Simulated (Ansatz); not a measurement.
BrFGeH₂ (`[F][GeH2][Br]`) at its PBE0-D4/def2-TZVP geometry, where that method's forces vanish. Charge 0, multiplicity 1.

```tsv
atom	x (Å)	y (Å)	z (Å)
F1	-0.547	-1.606	-0.151
Ge2	-0.070	0.029	0.159
Br3	1.124	0.722	-1.663
H4	0.844	0.001	1.385
H5	-1.352	0.854	0.270
```

Problem. For each bond, give half the difference of the two atoms' forces along it (eV/Å; positive pushes the atoms apart) under PBE-D4, r2SCAN-D4, B3LYP-D4, ωB97M-V in def2-TZVPP. (Estimate.)

Solution. The calculation gave: 
```csv
bond,length (Å),PBE-D4,r2SCAN-D4,B3LYP-D4,ωB97M-V
F1–Ge2,1.731,0.57,0.05,0.30,0.13
Ge2–Br3,2.286,0.15,0.04,0.24,0.00
Ge2–H4,1.529,0.01,-0.05,-0.09,-0.12
Ge2–H5,1.529,0.01,-0.05,-0.09,-0.12
```

B3LYP here is the variant with VWN-RPA as its local correlation; programs differ in this.

Results of the Gaussian-basis code of Ansatz.
